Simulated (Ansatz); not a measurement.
CH5FSSi can be A, `F[SiH2]CS`, or B, `FC[SiH2]S`.

Calculated with Ansatz (gas phase, PBE0-D4/def2-TZVP geometries, no zero-point term in ΔE). CBS: MP2 limit from def2 TZ/QZ plus the TZ coupled-cluster correction, frozen cores. DFT in def2-TZVPP. Each species was taken in one conformer, which may not be the lowest.

Which isomer does CCSD(T)/CBS put lower? Give the gap. (Estimate.)

The calculation gave: A, by 32.5 kcal/mol.

Give E(B) − E(A) in kcal/mol with ωB97M-V, CCSD(T)/def2-SVP, r2SCAN-D4, CCSD(T)/def2-TZVPP, MP2/def2-TZVPP, BLYP-D4, PBE-D4. (Estimate.)

The calculation gave: ωB97M-V 30.9, CCSD(T)/def2-SVP 28.1, r2SCAN-D4 30.2, CCSD(T)/def2-TZVPP 31.8, MP2/def2-TZVPP 33.9, BLYP-D4 29.2, PBE-D4 27.8. None reverses the order clearly.

Does the order hold for the free energy at 298.15 K (harmonic terms from PBE0-D4)? (Estimate.)

Computed: Yes: G(B) − G(A) = +31.9 kcal/mol, for one conformer each.

Largest T1 diagnostic: 0.011.

At CCSD(T), def2-SVP lies −4.4 kcal/mol from the extrapolated value and def2-TZVPP −0.7 kcal/mol. From PBE to PBE0 (25 % exact exchange), in def2-TZVPP and without D4, E(B) − E(A) moves by +1.4 kcal/mol.
